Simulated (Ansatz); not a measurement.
TaSi₆⁺, relaxed as a singlet with RKS PBE-D4/def2-SVP in Ansatz, starting from the GFN1-xTB geometry. Force threshold 0.02 eV/Å.

In the def2 sets Ta takes a core potential; there is no spin–orbit coupling. The restricted singlet is unstable towards broken spin symmetry in Hartree–Fock (as tested in another run); at PBE-D4/def2-SVP this wasn't settled. The relaxation made no stability test and no search for a lower SCF solution. No other spin state of charge 1 was run. Another isomer (singlet) lies 1.08 eV lower at PBE0-D4/def2-TZVP; other spin states weren't run for this one.

Start:

```xyz
7

Ta   -1.1943   -1.0266    0.0894
Si    0.6185   -0.8945    2.0765
Si   -1.0337    0.9502   -1.6673
Si   -1.6267    1.5902    0.5527
Si    1.3642   -1.6946   -0.0444
Si    0.7311    1.0375    0.6233
Si    1.1410    0.0379   -1.6301
```

```tsv
step	energy (eV)	largest force component (eV/Å)	SCF passes
1	-48770.8339	1.313	41
2	-48770.8485	2.653	35
3	-48771.0021	1.240	34
4	-48771.1394	0.296	30
5 (rejected)	-48771.0677	0.532	36
6	-48771.1716	0.080	31
7	-48771.1727	0.087	30
8	-48771.1739	0.020	27
9	-48771.1740	0.045	26
10	-48771.1742	0.013	27
```

Force components are those of the run's own axes.

End:

```xyz
7

Ta   -1.190   -0.998    0.130
Si    0.688   -0.910    2.007
Si   -1.044    0.756   -1.640
Si   -1.590    1.608    0.465
Si    1.188   -1.710   -0.131
Si    0.739    1.087    0.683
Si    1.209    0.167   -1.514
```

By distances, no bond broke or formed. The bond that changes most is Ta1–Si3, from 2.65 to 2.50 Å (atoms count from 1).

No frequencies were taken in this run, so the end may be a saddle point.

It took 22 s on 4 threads of Arm Neoverse V2 on a shared host.
